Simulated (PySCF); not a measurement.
MoOF3, SMILES [O]=[Mo+]([F])([F])[F], charge +1, multiplicity 1.

Geometry: r2SCAN-D4/def2-SVP. The multiplicity is an assumed one; other spin states were not compared. The isomer is the one that the SMILES or the coordinates give; other isomers of the formula were not compared. The def2 effective core potentials stand for the cores of Mo; spin–orbit coupling is left out.

These are TDDFT-PBE0/def2-SVPD (PySCF 2.14.0) values and carry that method's errors.

Vertical excitations; the highest root listed may be one member of a degenerate set. The molecule is in vacuum. State labels are in the subgroup Cs.

Computed lowest excited states:
```tsv
state	symmetry	energy (eV)	λ (nm)	f	main pairs
S1	A"	5.32	233	0.000	HOMO→LUMO+1 49 %, HOMO−1→LUMO 49 %
S2	A"	5.61	221	0.001	HOMO−1→LUMO, HOMO→LUMO+1 (degenerate set)
S3	A'	5.61	221	0.001	HOMO→LUMO, HOMO−1→LUMO+1 (degenerate set)
S4	A"	6.02	206	0.000	HOMO−2→LUMO (degenerate set)
S5	A'	6.02	206	0.000	HOMO−2→LUMO+1 (degenerate set)
S6	A'	6.21	200	0.014	HOMO−1→LUMO+1 40 %, HOMO→LUMO 40 %, HOMO−1→LUMO+2 9 %, HOMO→LUMO+3 9 %
S7	A'	7.00	177	0.000	HOMO−3→LUMO, HOMO−4→LUMO, HOMO−5→LUMO+1 (degenerate set)
S8	A"	7.00	177	0.000	HOMO−3→LUMO+1, HOMO−4→LUMO+1, HOMO−5→LUMO (degenerate set)
S9	A"	7.10	175	0.000	HOMO−4→LUMO+1 42 %, HOMO−5→LUMO 42 %, HOMO→LUMO+2 7 %, HOMO−1→LUMO+3 7 %
S10	A'	7.11	174	0.000	HOMO−5→LUMO+1 50 %, HOMO−4→LUMO 49 %
T1	A'	4.58	271	0	HOMO−1→LUMO+1 42 %, HOMO→LUMO 42 %
T2	A'	4.91	253	0	HOMO→LUMO, HOMO−1→LUMO+1 (degenerate set)
T3	A"	4.91	253	0	HOMO→LUMO+1, HOMO−1→LUMO (degenerate set)
T4	A"	5.28	235	0	HOMO−1→LUMO 49 %, HOMO→LUMO+1 49 %
```
Triplets are in the Tamm–Dancoff approximation, which puts them higher than full response would, so one can lie above its singlet here.
